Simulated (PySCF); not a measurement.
## Polarisability and C₆ of S (sulfur, neutral)

[Ne] 3s2 3p4, high-spin 3P determinant. Calculation: PySCF 2.14, in x2c-TZVPPall with one added diffuse shell each of s, p, d type (6s6p4d1f, 51 functions); scalar relativity by spin-free X2C-1e. Coupled (time-dependent) response in atomic units; α is the mean over directions.

| method | mean α (bohr³) | α xx, yy, zz | C₆ (like pair) | S(−4) |
| --- | --- | --- | --- | --- |
| UHF | 19.03 | 17.82, 21.45, 17.82 | 130.1 | 98.06 |
| PBE | 20.71 | 19.17, 23.79, 19.17 | 144.0 | 127.0 |
| PBE0 | 19.91 | 18.53, 22.68, 18.53 | 137.1 | 113.0 |
| M06-2X | 20.06 | 18.82, 22.53, 18.82 | 136.1 | 118.3 |
| B3LYP | 20.34 | 18.89, 23.24, 18.89 | 140.5 | 120.8 |

S(−4) is the Cauchy moment in α(ω) = α(0) + S(−4) ω² + …

Reference α: 19.4 ± 0.1 bohr³ (recommended; Schwerdtfeger and Nagle, table of static dipole polarizabilities (2023 update)). Published C₆: 134.0 (Chu and Dalgarno (2004); Tang, Norbeck and Certain (1976)).

α(iu) at PBE:

| u (hartree) | α(iu) (bohr³) |
| --- | --- |
| 0 | 20.71 |
| 0.0500 | 20.40 |
| 0.100 | 19.54 |
| 0.200 | 16.85 |
| 0.300 | 13.91 |
| 0.500 | 9.225 |
| 0.750 | 5.763 |
| 1.00 | 3.858 |
| 1.50 | 2.043 |
| 2.00 | 1.263 |
| 3.00 | 0.6338 |
| 5.00 | 0.2717 |

A single London oscillator, α(iu) = α/(1 + u²/ω²), gives C₆ = (3/4) ω α². Matching the computed C₆ needs ω = 4 × 144.0 / (3 × 20.71²) = 0.448 hartree.

The components differ because the open shell of this determinant is not spherical; for a pure term their mean is the scalar polarisability.
